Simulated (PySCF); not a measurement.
Mapped SMILES: `[OH:1][SiH2:2][S:3][SiH3:4]`. Hydrogens are named by the atom that carries them.

Geometry: PBE0-D3(BJ)/def2-SVP; GIAO shifts from PySCF, gas phase, non-relativistic, averaged over equivalent atoms.

At PBE0/pcSseg-1 (119 basis functions, 8.1 s wall time on 1 thread of an x86-64 server CPU, shared host):
| atoms | δ (ppm) |
| --- | --- |
| O1 | 26.4 |
| Si2 | -4.9 |
| Si4 | -58.3 |
| S3 | -302.3 |
| H(Si2) | 5.45 |
| H(Si4) | 4.53 |
| H(O1) | 1.06 |

References, each an isolated molecule treated in the same way: H2O for $^{17}$O (334.56 ppm); TMS for $^{29}$Si (351.99 ppm), $^{1}$H (31.27 ppm); $^{33}$S (495.66 ppm) against CS2.

Problem. Predict the values at mPW1PW91/pcSseg-2 on the same geometry.

Solution. 
```csv
atoms,δ at mPW1PW91/pcSseg-2,change
O1,30.7,+4.3
Si2,-9.2,-4.3
Si4,-60.8,-2.5
S3,-279.4,+22.9
H(Si2),5.51,+0.06
H(Si4),4.59,+0.06
H(O1),1.19,+0.13
```

Referencing at the same level of theory: H2O for $^{17}$O (σref 327.10); $^{29}$Si (σref 340.01) and $^{1}$H (σref 31.29) against TMS; CS2 for $^{33}$S (σref 499.37).

The largest change is at S3 (sulfur bonded to 2 Si). Cost: 249 basis functions, 22 s wall time on 1 thread of an x86-64 server CPU, shared host.

Experimental scales use liquid or dissolved standards, which lie at an offset from isolated H2O (liquid H2O: subtract about 36 ppm).
